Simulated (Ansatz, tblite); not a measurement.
Removing and adding an electron: (ClBS)3 ring (B₃S₃Cl₃). Total charge 0; singlet. Geometry: PBE-D4/def2-SVP. Ansatz, gas phase; energy differences of separate SCF runs; the oxidised species was run as a doublet alone; the reduced species was run as a doublet alone.

```tsv
atom	x (Å)	y (Å)	z (Å)
B1	-1.174	-0.540	1.120
Cl2	-2.386	-1.098	2.276
S3	-0.625	1.173	1.365
B4	0.613	1.593	0.105
Cl5	1.246	3.237	0.214
S6	1.308	0.602	-1.248
B7	0.561	-1.052	-1.225
Cl8	1.140	-2.139	-2.490
S9	-0.683	-1.775	-0.118
```

The xTB rows come from tblite. LC-ωPBE has ω = 0.4 bohr⁻¹. Correlated methods freeze 33 core orbitals. The rows differ in basis, and correlated rows in double-zeta sets carry the largest basis error. In CCSD on the charge 1 doublet the largest single amplitude is 0.23, so its Hartree–Fock determinant may place the open shell otherwise than the density functionals do.

```tsv
level	−HOMO (eV)	vertical IE (eV)	−LUMO (eV)	vertical EA (eV)	HOMO–LUMO gap (eV)	IE − EA (eV)	remarks
GFN1-xTB	12.32	14.46	7.72	5.28	4.60	9.18	–
GFN2-xTB	12.01	13.97	8.43	6.20	3.58	7.77	–
HF/def2-SVP	–	9.97	–	–	–	–	–
PBE0-D4/def2-TZVP	8.58	10.22	2.32	–	6.26	–	–
PBE0-D4/def2-TZVPD	8.61	–	2.39	0.99	6.22	–	HOMO above zero (-1 doublet)
LC-ωPBE/def2-TZVP	11.20	10.69	0.24	–	10.96	–	–
LC-ωPBE/def2-TZVPD	11.22	–	0.32	0.96	10.91	–	–
MP2/def2-SVP	–	10.42	–	–	–	–	–
CCSD/def2-SVP	–	10.21	–	–	–	–	–
CCSD(T)/def2-SVP	–	10.11	–	–	–	–	–
```

Run but left out: PBE-D4/def2-TZVP (charge +1 doublet: an occupied level 0.20 eV above an empty one); PBE-D4/def2-TZVPD (charge -1 doublet: an occupied level 0.12 eV above an empty one).   A HOMO above zero means that the electron is unbound at that level or that self-interaction error raises the level; the energy of removing that electron tells which. Raw xTB energy differences between charge states are shifted by several eV; the methods need an empirical correction for them.
